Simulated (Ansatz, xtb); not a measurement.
**C4H3BCl2O: which of two isomers lies lower**

Structure a is `O=C1C=C[C@@H]1B(Cl)Cl`, a singlet and structure b is `O=CC=C=CB(Cl)Cl`, a singlet. Both are isolated molecules in the gas phase, relaxed with B3LYP/def2-SVP; the shapes shown needn't be the lowest conformers.

a (Å):

```yaml
atoms:
  - { symbol: C, position_ang: [0.7761, 1.3414, -1.0248] }
  - { symbol: C, position_ang: [0.8095, -0.1418, -1.1216] }
  - { symbol: C, position_ang: [0.4974, -0.2827, 0.1858] }
  - { symbol: C, position_ang: [0.4047, 1.1999, 0.5328] }
  - { symbol: B, position_ang: [-0.9615, 1.8431, 0.9427] }
  - { symbol: Cl, position_ang: [-2.4715, 0.9499, 0.7617] }
  - { symbol: Cl, position_ang: [-1.0196, 3.4944, 1.5403] }
  - { symbol: O, position_ang: [0.9414, 2.2788, -1.7455] }
  - { symbol: H, position_ang: [1.0028, -0.8353, -1.9422] }
  - { symbol: H, position_ang: [0.3469, -1.1648, 0.8125] }
  - { symbol: H, position_ang: [1.2261, 1.5857, 1.1626] }
```

b (Å):

```tsv
atom	x (Å)	y (Å)	z (Å)
C	-1.1075	-1.7147	-1.3486
C	-1.3403	-0.2469	-1.2938
C	-1.1699	0.4471	-0.1904
C	-0.9679	1.1120	0.9273
B	0.3979	1.7416	1.3066
Cl	1.8041	1.6112	0.2590
Cl	0.5440	2.6116	2.8299
O	-1.2645	-2.3726	-2.3476
H	-0.7715	-2.1716	-0.3841
H	-1.6631	0.2346	-2.2246
H	-1.8152	1.2272	1.6175
```

Task: Estimate which is lower in electronic energy at CCSD(T)/def2-SVP + ΔMP2/def2-TZVPP, and by roughly how much.

Result: The CCSD(T)/def2-SVP + ΔMP2/def2-TZVPP calculation puts structure a lower, by 3.8 kcal/mol.

Level by level:

```json
{"level": "GFN2-xTB", "geometry": "GFN2-xTB", "E(b) − E(a) (kcal/mol)": "+9.1", "departure from the last row (kcal/mol)": "+5.3", "job, with rough time for the two": "optimisation, 0.33 s"}
{"level": "HF/STO-3G", "geometry": "GFN2-xTB", "E(b) − E(a) (kcal/mol)": "+19.0", "departure from the last row (kcal/mol)": "+15.2", "job, with rough time for the two": "single point, 0.4 s"}
{"level": "r2SCAN-D4/def2-SVP", "geometry": "GFN2-xTB", "E(b) − E(a) (kcal/mol)": "+3.1", "departure from the last row (kcal/mol)": "−0.7", "job, with rough time for the two": "single point, 3.5 s"}
{"level": "B3LYP/def2-SVP", "geometry": "B3LYP/def2-SVP", "E(b) − E(a) (kcal/mol)": "+0.2", "departure from the last row (kcal/mol)": "−3.6", "job, with rough time for the two": "optimisation, 47 s"}
{"level": "HF/def2-SVP", "geometry": "B3LYP/def2-SVP", "E(b) − E(a) (kcal/mol)": "+0.3", "departure from the last row (kcal/mol)": "−3.5", "job, with rough time for the two": "part of the CCSD(T) run"}
{"level": "MP2/def2-SVP", "geometry": "B3LYP/def2-SVP", "E(b) − E(a) (kcal/mol)": "+6.2", "departure from the last row (kcal/mol)": "+2.4", "job, with rough time for the two": "part of the CCSD(T) run"}
{"level": "CCSD(T)/def2-SVP", "geometry": "B3LYP/def2-SVP", "E(b) − E(a) (kcal/mol)": "+4.0", "departure from the last row (kcal/mol)": "+0.2", "job, with rough time for the two": "single point"}
{"level": "CCSD(T)/def2-SVP + ΔMP2/def2-TZVPP", "geometry": "B3LYP/def2-SVP", "E(b) − E(a) (kcal/mol)": "+3.8", "departure from the last row (kcal/mol)": "", "job, with rough time for the two": "single point, 61 s"}
```

As drawn, b has 1 C=C in place of 2 C–C. Structure a has a 4-membered ring, b no ring.

B3LYP/def2-SVP, HF/def2-SVP find them nearly level. The largest departure from CCSD(T)/def2-SVP + ΔMP2/def2-TZVPP is that of HF/STO-3G, 15.2 kcal/mol. The last row adds to CCSD(T) the change of the MP2 difference between the two basis sets, here −0.2 kcal/mol.

With thermal terms from frequencies at re-optimised GFN2-xTB minima (ideal gas, soft modes damped towards free rotors, one conformer each, 298.15 K, 1 atm): the zero-point term adds −1.5 kcal/mol; ΔH is +2.9 and ΔG +1.5 kcal/mol.

The correlated steps freeze 16 core orbitals. Mirror images aren't counted in ΔG. Run with Ansatz 0.2.0, xtb 6.7.1; the last row on 4 threads of Arm Neoverse V1 on a shared host.
